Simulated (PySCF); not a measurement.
Level of theory: PBE-D3(BJ)/def2-TZVP // B3LYP-D3(BJ)/def2-TZVP (PySCF 2.14.0). Isolated molecules, 0 K electronic values unless said otherwise. One relaxed conformer stands for a flexible species; it need not be the lowest. 

Reference species (SMILES): `B` (neutral, multiplicity 1).

HOMO–LUMO gap: 5.44 eV
LUMO: -3.05 eV

Changed species: `BS` (1 of 3 H replaced by SH; the reference has 0 of 3 H replaced by SH).

### Question
Predict the effect on the HOMO–LUMO gap and LUMO.

### Answer
the HOMO–LUMO gap falls by 0.39 eV, to 5.05 eV; the LUMO increases by 0.77 eV, to -2.28 eV.
